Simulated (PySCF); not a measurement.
## Trend along the second period: MAl cations

CCSD(T) with double-zeta basis sets in PySCF, for the lowest determinant that a PBE0 search found; no spin–orbit coupling. De refers to high-spin ground-configuration atoms (the charge goes to the atom of lower measured ionisation energy or higher electron affinity, which is not always the lowest computed limit).

```json
{"M": "Li", "basis": "cc-pVDZ/cc-pV(D+d)Z", "reference, frozen orbitals": "UHF, 5", "charged atom": "Li+", "state (unpaired electrons)": "doublet (σ ↑)", "Re (Å)": "3.053", "ωe (cm⁻¹)": "241", "De (eV)": "1.17"}
{"M": "Be", "basis": "def2-SVP", "reference, frozen orbitals": "RHF, 5", "charged atom": "Al+", "state (unpaired electrons)": "singlet (closed shell)", "Re (Å)": "2.912", "ωe (cm⁻¹)": "199", "De (eV)": "0.34"}
{"M": "B", "basis": "aug-cc-pV(D+d)Z/aug-cc-pVDZ", "reference, frozen orbitals": "UHF, 6", "charged atom": "Al+", "state (unpaired electrons)": "doublet (σ ↑)", "Re (Å)": "2.787", "ωe (cm⁻¹)": "233", "De (eV)": "0.71"}
{"M": "O", "basis": "def2-SVPD", "reference, frozen orbitals": "UHF, 6", "charged atom": "Al+", "state (unpaired electrons)": "triplet (σ ↑, π ↑)", "Re (Å)": "1.773", "ωe (cm⁻¹)": "735", "De (eV)": "0.89"}
{"M": "F", "basis": "pcseg-1", "reference, frozen orbitals": "UHF, 6", "charged atom": "Al+", "state (unpaired electrons)": "doublet (σ ↑)", "Re (Å)": "1.636", "ωe (cm⁻¹)": "914", "De (eV)": "2.68"}
```

The shortest bond is that of AlF⁺ (1.636 Å), the longest that of LiAl⁺ (3.053 Å). AlF⁺ is bound most strongly (2.68 eV) and BeAl⁺ least (0.34 eV).

The rows differ in basis set, which adds steps of its own.

The state changes along the series, so neighbouring rows are not always alike in their bonding.

Correlated steps freeze the inner cores (5 to 6 orbitals); shallow outer-core shells are correlated. Weak bonds: BeAl⁺. Basis-set superposition, not corrected here, can be much of De in a small basis, most of all at correlated wavefunction levels. For an ion De counts to the pair picked by the measured ionisation energies or electron affinities, which need not be the lowest pair at this level. The CCSD T1 diagnostic is raised in BeAl⁺, a sign that a single reference may not be enough there. States were picked by a PBE0 search and need not be the measured ground states.
